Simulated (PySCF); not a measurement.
Identify the unknown among the candidates.

All candidates are C5H11NO.

* Rotational structure: rotational constants A, B, C: 3.306, 2.374, 1.985 GHz [GFN2-xTB]
* 1H NMR: chemical shifts (computed TMS as zero) by class: 4.90 (1 H), 4.55 (1 H), 1.14 (9 H) ppm [GIAO PBE0/pcSseg-1]
* Dipole: 3.64 D [PBE0/pcSseg-1]
* 13C NMR: chemical shifts (computed TMS as zero) by class: 179.2 (1 C), 39.5 (1 C), 30.0 (3 C) ppm [GIAO PBE0/pcSseg-1]
* NMR, other nuclei: isotropic shieldings of nuclei other than C and H, by class: 158 (1 N), -84 (1 O) ppm [GIAO PBE0/pcSseg-1]

Electronic properties: PySCF, gas phase, density fitting. Levels stand in brackets. Isolated species at its GFN2-xTB geometry (one conformer only). NMR values are class means; diastereotopic atoms form classes of their own.

Question: Which candidate is it?
A. `CC(C)(C)C(N)=O`
B. `CC(=O)NC(C)C`
C. `CCN(C=O)CC`

Answer: A. It is `CC(C)(C)C(N)=O`. Numbering: `[CH3:1][C:2]([CH3:3])([CH3:4])[C:5]([NH2:6])=[O:7]`. Its formula, C5H11NO, gives 1 degree of unsaturation: 0 rings and 1 π bond in the structure found. 5 carbons fall into 3 classes; from least to most shielded: amide carbonyl carbon [C5] (179.2 ppm), sp3 carbon next to a carbonyl [C2] (39.5 ppm), methyl carbon [C1/C3/C4] (30.0 ppm, 3 C, up to 3.2 ppm apart in this geometry). Hydrogen classes from least to most shielded: 1 H on an amide nitrogen, N6 (4.90 ppm), 1 H on an amide nitrogen, N6 (4.55 ppm), 9 H on 3 methyl carbons, C1/C3/C4 (1.14 ppm, a mean of values up to 1.1 ppm apart in this geometry). The other shieldings belong to: 158 ppm, amide nitrogen [N6]; -84 ppm, amide oxygen [O7]. The optimised geometry has point group Cs and is an asymmetric top.

The others, at the same levels:
- `CC(=O)NC(C)C` fails: it has 4 carbon classes against 3; its computed 13C shifts are 167.2 (1 C), 41.3 (1 C), 25.9 (2 C), 24.6 (1 C) ppm, 1H shifts are 4.53 (1 H), 4.09 (1 H), 1.85 (3 H), 1.07 (6 H) ppm and rotational constant A is 4.659 GHz (against 3.306 GHz).
- `CCN(C=O)CC` fails: it has 5 carbon classes against 3; its computed 13C shifts are 162.8 (1 C), 42.8 (1 C), 38.0 (1 C), 17.8 (1 C), 14.6 (1 C) ppm, 1H shifts are 8.13 (1 H), 3.43 (2 H), 3.16 (2 H), 1.10 (3 H), 1.04 (3 H) ppm and rotational constant A is 3.073 GHz (against 3.306 GHz).

Each candidate is one conformer, not necessarily the lowest. Dipoles, sizes and rotational constants follow the conformer. The torsions of the flexible species, by atom-mapped SMILES:
- `[CH3:1][C:2]([CH3:3])([CH3:4])[C:5]([NH2:6])=[O:7]`: C1–C2–C5–N6 -61°, H–N6–C5–C2 180°, H–N6–C5–C2 0°
- `[CH3:1][C:2](=[O:3])[NH:4][CH:5]([CH3:6])[CH3:7]`: C1–C2–N4–C5 179°, C2–N4–C5–C6 124°
- `[CH3:1][CH2:2][N:3]([CH:4]=[O:5])[CH2:6][CH3:7]`: C1–C2–N3–C4 95°, C2–N3–C4–O5 1°, C2–N3–C6–C7 -85°
